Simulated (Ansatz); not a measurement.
Saddle point of BH7O4, singlet (BH₃O₂ ([OH][BH][OH]) + H₂O + H₂O → BH₃O₃ ([OH][B]([OH])[OH]) + H₂O + H₂; bonds formed: B1–O6, H2–H7, H5–O8; bonds broken: B1–H2, H5–O6, H7–O8), PBE0-D4/def2-TZVP structure:

```
12
angstrom
B -0.6241 0.1985 -0.4314
H 0.6483 -0.0710 -0.9525
O -1.4792 -0.8595 -0.7718
O -0.9858 1.4523 -0.9502
H 0.8052 -0.4441 1.1812
O -0.3566 0.1615 1.0581
H 1.3056 -0.4973 -0.2489
O 1.7488 -0.8709 0.7743
H -2.0036 -0.6369 -1.5428
H -0.4562 2.1709 -0.6041
H -1.1005 -0.2872 1.4725
H 2.4980 -0.3162 1.0155
```

Energies are electronic, without zero-point energy. Barriers and step energies count from the start structure reached by relaxing down the imaginary mode; all methods use the PBE0-D4 structures, on which another method's saddle can fall below an end. Program: Ansatz 0.2.0. Basis: def2-TZVPP, with def2-QZVPP for the basis limit. Cores are frozen in the correlated methods. B3LYP uses VWN-RPA correlation. Extrapolation: Hartree–Fock as exp(−7.88 √X), correlation as X^−2.97.

| method | barrier (kJ/mol) | step energy (kJ/mol) |
| --- | --- | --- |
| SPW92 | 31.5 | -84.9 |
| PBE-D4 | ? | -83.0 |
| BLYP-D4 | 113.0 | -85.8 |
| r2SCAN-D4 | 93.0 | -90.7 |
| B97M-V | 115.2 | -91.4 |
| PBE0-D4 | 101.8 | -85.1 |
| B3LYP-D4 | 121.7 | -86.9 |
| r2SCAN0-D4 | 105.2 | -90.8 |
| BHLYP-D4 | 140.9 | -88.6 |
| CAM-B3LYP-D4 | ? | -87.8 |
| wB97X-V | 122.0 | -85.2 |
| wB97M-V | 122.8 | -86.3 |
| B2PLYP | 126.7 | -87.9 |
| PBE-QIDH | 113.7 | -88.3 |
| RPA on PBE | ? | -84.7 |
| HF | 201.7 | -92.9 |
| MP2 | 120.6 | -88.7 |
| CCSD | 139.4 | -86.3 |
| CCSD(T) | 127.6 | -86.5 |

Question: Fill in the withheld barriers. (To be estimated.)

Answer: By the calculation: RPA on PBE 127.9; PBE-D4 87.1; CAM-B3LYP-D4 119.2 kJ/mol. Each is the energy of the saddle less that of the start structure, by the same method.

For comparison, the barrier by CCSD(T) at an estimated basis limit (MP2 extrapolated from triple and quadruple zeta, plus CCSD(T) − MP2 in triple zeta) is 131.4 kJ/mol.

The T1 diagnostic stays at or below 0.012.

The step is the kind of ligand exchange by which a precursor binds to a hydroxyl group, or is hydrolysed, in atomic layer deposition of oxides.

Labels in which every atom is bracketed show which atoms are joined, not bond orders.

For scale, one of the runs: CCSD(T)/def2-TZVPP, 253 basis functions, launched by `ansatz run in.yaml --threads 8 --pin off --events-out ev --progress --plain --max-ram 19148MiB`. Time: 98 s of wall clock on 8 CPU threads of an AMD EPYC 7R13; the host was shared. Peak host memory: 6.2 GiB.
